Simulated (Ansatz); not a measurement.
`CC#C[SiH2]Cl` and `CC#CC[SiH3]` differ in one atom or group.

Ansatz, PBE0-D4/def2-TZVP geometries, multiplicity 1. 

```csv
property,`CC#C[SiH2]Cl`
HOMO energy (PBE/def2-TZVPP) / eV,-6.77
size of the dipole moment (ωB97M-V/def2-TZVPP) / D,2.73
size of the dipole moment (PBE/def2-TZVPP) / D,2.76
HOMO–LUMO gap (PBE0/def2-TZVPP) / eV,7.48
HOMO energy (B3LYP/def2-TZVPP) / eV,-7.74
LUMO energy (PBE/def2-TZVPP) / eV,-1.40
```

Q: Give the same properties after the change, and the shifts. (An estimate is asked.)

A: The calculation gave: 
| property | `CC#CC[SiH3]` | shift |
| --- | --- | --- |
| HOMO energy (PBE/def2-TZVPP) / eV | -5.82 | 0.95 |
| size of the dipole moment (ωB97M-V/def2-TZVPP) / D | 0.54 | -2.19 |
| size of the dipole moment (PBE/def2-TZVPP) / D | 0.61 | -2.15 |
| HOMO–LUMO gap (PBE0/def2-TZVPP) / eV | 7.58 | 0.10 |
| HOMO energy (B3LYP/def2-TZVPP) / eV | -6.75 | 0.99 |
| LUMO energy (PBE/def2-TZVPP) / eV | -0.19 | 1.21 |

With PBE0 the HOMO rises by 1.01 eV and the LUMO rises by 1.11 eV, so the gap widens by about 0.10 eV. PBE moves the HOMO by 0.95 eV and ωB97M-V by 1.03 eV. Dipoles are sizes alone; their direction can turn.

B3LYP here is the variant with VWN-RPA as its local correlation; programs differ in this.
